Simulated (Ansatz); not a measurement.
`[NH2][Ga]([F])[Cl]` and `[F][Ga]([Cl])[Br]` differ in one atom or group.

Ansatz, PBE0-D4/def2-TZVP geometries, multiplicity 1. Each molecule was computed in one conformer, which needn't be the lowest.

Scalar relativity is left out up to krypton.

```csv
property,`[NH2][Ga]([F])[Cl]`
LUMO energy (PBE/def2-TZVPP) / eV,-2.01
size of the dipole moment (ωB97M-V/def2-TZVPP) / D,2.89
HOMO–LUMO gap (PBE/def2-TZVPP) / eV,4.72
size of the dipole moment (PBE/def2-TZVPP) / D,2.90
HOMO energy (B3LYP/def2-TZVPP) / eV,-7.93
HOMO–LUMO gap (PBE0/def2-TZVPP) / eV,7.13
```

(1) What does the change do to each property? (Best estimate.)

## Answers

(1) Computed: 
```csv
property,`[F][Ga]([Cl])[Br]`,shift
LUMO energy (PBE/def2-TZVPP) / eV,-3.03,-1.02
size of the dipole moment (ωB97M-V/def2-TZVPP) / D,1.01,-1.88
HOMO–LUMO gap (PBE/def2-TZVPP) / eV,4.83,0.11
size of the dipole moment (PBE/def2-TZVPP) / D,1.00,-1.90
HOMO energy (B3LYP/def2-TZVPP) / eV,-8.92,-0.99
HOMO–LUMO gap (PBE0/def2-TZVPP) / eV,7.11,-0.02
```

The zero-point energy changes by -64.0 kJ/mol with -6 modes. Dipoles are sizes alone; their direction can turn.

B3LYP here is the variant with VWN-RPA as its local correlation; programs differ in this.

Spin–orbit coupling is left out; it splits and shifts lone-pair levels of the heavy atoms by tenths of an eV.
